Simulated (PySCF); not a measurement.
## Working out the ionisation energy of Os

Os [Xe] 4f14 5d6 6s2 (5D) → Os⁺ [Xe] 4f14 5d6 6s1 (6D). Calculation: PySCF 2.14, in def2-SVP with the def2 core potential (60 electrons); a scalar-relativistic core potential. Frozen: 5s2 5p6. Energies in hartree (1 hartree = 27.21139 eV):

| part | Os (lower) | Os⁺ (upper) |
| --- | --- | --- |
| UHF | -89.831745 | -89.592324 |
| MP2 opposite-spin | -0.071839 | -0.032843 |
| MP2 same-spin | -0.053888 | -0.050772 |

Q: What does Hartree-Fock give?

A: (-89.592324) − (-89.831745) = 0.239421 hartree = 6.515 eV.

Q: What do MP2 and SCS-MP2 (6/5 opposite-spin, 1/3 same-spin) give?

A: The opposite-spin parts differ by 1.061 eV and the same-spin parts by 0.085 eV. MP2: 6.515 + (1.061) + (0.085) = 7.661 eV. SCS-MP2: 6.515 + 1.2 × (1.061) + (0.085)/3 = 7.817 eV.

Measured between the centres of the two terms (NIST): 8.473 eV, so MP2 (valence) is off by -0.812 eV.

A double-zeta basis recovers only part of the correlation energy.

What remains against the reference includes basis incompleteness, the frozen core and correlation beyond second order.
